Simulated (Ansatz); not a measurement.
Born–Oppenheimer molecular dynamics of BBrH₅NSi (9 atoms, charge 0, multiplicity 1). It starts at the highest image of a converged band. Of that band: Neighbouring images differ by up to 1.2 eV, so the band resolves the path poorly. A vibrational analysis at the climbing image gives one clearly imaginary mode, 1330i cm⁻¹: a first-order saddle point.

All numbers below come from RKS PBE-D4/def2-SVP in Ansatz 0.2.0.

```yaml
ensemble: NVE (velocity Verlet)
time_step: 0.5 fs
steps_asked: 200
starting_velocities_drawn_for: 100 K
seed: 10366
```

First frame:

```xyz
9
Properties=species:S:1:pos:R:3
B -0.612 1.478 -0.689
Si 0.085 -0.310 -0.660
N 0.435 -0.850 1.093
Br -0.665 -2.063 -1.865
H -1.002 2.012 -1.707
H -0.357 2.147 0.299
H 1.379 -0.087 0.384
H 1.007 -1.691 1.222
H -0.181 -0.684 1.905
```

Task: How far do the bonds stretch over the last three quarters of this one trajectory? (Pairs bonded in most of those frames.)

Result: 
```
   bond  mean (Å)  spread (Å)  shortest  longest
 B1–Si2     1.929       0.075      1.81     2.04
  B1–H5     1.221       0.015      1.20     1.24
  B1–H6     1.228       0.020      1.20     1.27
 Si2–N3     2.144       0.172      1.87     2.33
Si2–Br4     2.346       0.063      2.22     2.40
  N3–H7     1.051       0.063      0.94     1.15
  N3–H8     1.043       0.051      0.96     1.14
  N3–H9     1.043       0.025      1.00     1.11
```

Mean temperature of the second half: 861 K. The conserved energy stayed within 0.52 meV per atom of its start (net change 0.022 meV per atom), so the integration is sound. The system heated up, since it started high on the potential surface and ran downhill. A run of 0.1 ps of so small a system gives no equilibrium averages. The orbitals stay closed-shell, which can raise the energy where a bond breaks towards radicals; this wasn't checked here.

Run time: 5.8 min on 2 threads of Arm Neoverse V1, with other jobs on the host, peak memory 0.14 GiB.
